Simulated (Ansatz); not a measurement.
H$_{5}$InOSeSi (`[SiH3][O][InH][SeH]`). Charge 0, multiplicity 1. Correlated methods include outer-core shells of In, Se, which these sets cover unevenly. Scalar relativity is left out up to krypton. In: def2 effective core potential.

```xyz
9

Si   -1.348   -0.688   -0.418
O    -0.653    0.072    0.836
In    1.084    0.922    1.280
Se    2.704    0.817   -0.605
H    -2.567    0.040   -0.865
H    -1.733   -2.077   -0.044
H    -0.423   -0.780   -1.593
H     1.225    1.583    2.838
H     1.712    0.111   -1.430
```

Problem. Give the diagnostics of a CCSD(T)/def2-TZVPP run (frozen core, the Gaussian-basis code of Ansatz). (Best estimate.)

Solution. The calculation gave: T1 = 0.0135, largest single amplitude 0.028, largest double 0.028, (T) share of the correlation energy 3.4 %, 10 CCSD cycles. The RHF solution is stable towards an unrestricted one. T1 lies under the customary mark of 0.02 for closed shells.
